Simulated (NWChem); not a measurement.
# CH₃FO₃Si; SMILES C(=O)[Si](O)(F)O

```xyz
9

O      0.2670     2.1259     0.4595
C     -0.5247     1.3840    -0.1046
Si    -0.0656    -0.4728    -0.1548
O     -1.2604    -1.3973     0.4897
O      1.3339    -0.5877     0.6950
F      0.1517    -0.9005    -1.6875
H     -1.4532     1.8082    -0.5479
H     -0.9842    -2.0686     1.1302
H      1.6560     0.2971     0.9428
```
Atoms are numbered in this order, from 1.

Computed with NWChem. Pople sets run with spherical d functions. Coordinates come from a B3LYP/6-31G* (spherical d) optimisation. Level: B3LYP/6-31G* with SMD (1 M gas to 1 M solution), gas-phase geometry. Reactions with the solvent are ignored.

Estimate the computed values for solvent toluene. Quantities: solvation free energy (kcal/mol); cavity-dispersion-structure term (kcal/mol); dipole in solution (D).


```
Property                                     Value
-------------------------------------------  -----
solvation free energy (kcal/mol)              -4.2
cavity-dispersion-structure term (kcal/mol)   -1.0
dipole in solution (D)                        1.45
```
